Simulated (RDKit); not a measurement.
RDKit input (MMFF94):

```python
from rdkit import Chem
from rdkit.Chem import AllChem, rdDetermineBonds

mol = Chem.MolFromXYZFile('mol.xyz')
rdDetermineBonds.DetermineBonds(mol, charge=-1)
print('SMILES', Chem.MolToSmiles(Chem.RemoveHs(mol)))
ff = AllChem.MMFFGetMoleculeForceField(mol, AllChem.MMFFGetMoleculeProperties(mol))
e0 = ff.CalcEnergy()
flag = ff.Minimize(maxIts=5000, forceTol=1e-5)
print(f'energy {e0:.4f} -> {ff.CalcEnergy():.4f} kcal/mol, converged: {flag == 0}')
print(Chem.MolToXYZBlock(mol))
```
mol.xyz:
```
4

Si     0.41461912    -0.24657735     0.36204208
F     -0.92783069    -0.92691346    -0.41534054
F      0.32284718     1.29476318    -0.33452072
H     -0.35981604     0.14143532     1.68016218
```

Output:

```
SMILES F[SiH-]F
energy 11.4406 -> 0.0000 kcal/mol, converged: True
4

Si     0.216257   -0.134106    0.339924
F     -0.912227   -0.966856   -0.438096
F      0.365768    1.303351   -0.355511
H     -0.219978    0.060318    1.746026
```

The dipole moment of an ion depends on the origin.
